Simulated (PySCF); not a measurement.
Electron correlation in P (phosphorus, neutral)

[Ne] 3s1 3p4, high-spin 4P determinant (an excited configuration). All numbers are calculated (PySCF 2.14, the non-relativistic Hamiltonian (point nucleus), in aug-cc-pwCVTZ). Frozen: [Ne]; 5 electrons correlated.

```tsv
level	correlation energy (mhartree)
CCSD	-115.00
(T)	-10.51
CCSD(T)	-125.51
```

Diagnostics: T1 = 0.039, D1 = 0.1143, largest double amplitude 0.228.

Is a single reference adequate?

Not fully. T1 exceeds 0.03, a sign that the reference determinant is poor. A double-excitation amplitude exceeds 0.15, a sign of near-degeneracy.
